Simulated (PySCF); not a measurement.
[TlF2]−: from a saddle point downhill

PySCF 2.14.0, RKS PBE0, Tl def2-SVP with ECP60, F def2-SVP; non-relativistic Hamiltonian with scalar-relativistic core potentials where named; density fitting; no spin-orbit coupling. Relaxed within the symmetry of its start, the geometry (D∞h) is

```xyz
3

Tl    0.0000    0.0000    0.0000
F     0.0000    0.0000    2.3098
F     0.0000    0.0000   -2.3098
```

and its lowest harmonic modes are -135, -135, 299, 344 cm⁻¹ (negative: unstable). It was moved along the lowest mode and relaxed again, within the group C2v that the move left.

(1) Where does it end, and how much lower?

(2) How do the contacts change?

(3) Is the end a minimum?

State: singlet.

## Answers

(1) In C2v, 0.939 eV lower, after 8 steps:
```xyz
3

Tl    0.6325    0.4983    0.0000
F    -0.4944   -0.3895    1.6268
F    -0.4944   -0.3895   -1.6268
```

(2) 
```tsv
contact	saddle (Å)	end (Å)
Tl1–F2 (F)	2.310	2.169
Tl1–F3 (F)	2.310	2.169
```


(3) Yes; lowest modes 151, 421, 438 cm⁻¹.
